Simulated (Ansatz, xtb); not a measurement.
**AlH4SiSn: where a starting geometry ends**

The starting geometry of this gas-phase doublet was built from a drawn formula by distance geometry and a force field; its bonds are those of `[Al]1[SiH2][SnH2]1`.

```xyz
7

Al   -1.5419   -3.2592    1.0332
Si   -0.3004   -2.6748    2.9201
Sn    0.8554   -1.9608    0.9022
H    -0.8927   -1.6324    3.7327
H     0.3118   -3.8631    3.6410
H     2.0163   -3.0502    0.1335
H     0.5798   -0.3531    0.2990
```

Task: Predict what it relaxes into with r2SCAN-D4/def2-SVP.

Result: It keeps its bonds, and is `[Al]1[SiH2][SnH2]1`. Distances that change by over a tenth: Si2–Sn3 (2.43 → 2.71 Å).

The energy falls by 0.77 eV over 8 steps:

```
step  E − E(last) (eV)
   1             0.768
   2             0.145
   3             0.048
   4             0.015
   5             0.001
   6             0.000
   7             0.000
   8             0.000
```

Final geometry (Å):

```xyz
7

Al   -1.7747   -3.3755    0.9391
Si   -0.4068   -2.7546    2.9399
Sn    0.5857   -2.0968    0.5064
H    -0.7465   -1.6049    3.8412
H     0.3946   -3.7571    3.7161
H     2.1409   -2.8121    0.2984
H     0.8350   -0.3925    0.4205
```

From the same start GFN2-xTB ends elsewhere, differing in Sn3–H6 (2.35 against 1.72 Å here).

The end wasn't checked by frequencies. Open shells are spin-unrestricted. Atoms past krypton carry core potentials, without spin–orbit terms. Run with Ansatz 0.2.0, 92 s on 1 thread of Intel(R) Xeon(R) Platinum 8488C (Sapphire Rapids) (shared host).
